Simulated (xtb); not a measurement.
H5NSn, SMILES [NH2][SnH3]. All values are semi-empirical tight-binding results from xtb (GFN2-xTB unless named), good for trends rather than for accurate numbers. Geometry optimised at GFN2-xTB.

Optimised geometry:

```xyz
7

Sn    -0.2768     0.0243     0.0263
N      1.6984    -0.1278    -0.2358
H     -0.9347    -0.9896    -1.0968
H     -0.6339     1.6021    -0.2975
H     -0.8404    -0.3804     1.5514
H      2.0928    -1.0518    -0.1331
H      2.2683     0.5008     0.3122
```

For metal compounds this method's bond lengths and energies can be far off.

| Quantity | Result |
|---|---|
| point group as xtb finds it | Cs |
| orbital gap | 6.08 eV |
| zero-point energy | 26.8 kcal/mol |
| G − E(el) at 298.15 K (modified RRHO) | 9.8 kcal/mol |

**Question.** Give the atomic charges and the Wiberg bond orders between heavy atoms. (Estimate from the structure and the level; the computed values follow.)

**Answer.** charges (e) Sn1 0.10, N2 -0.37, H3 0.00, H4 0.00, H5 -0.01, H6 0.14, H7 0.14. Bond orders Sn1–N2 0.97.
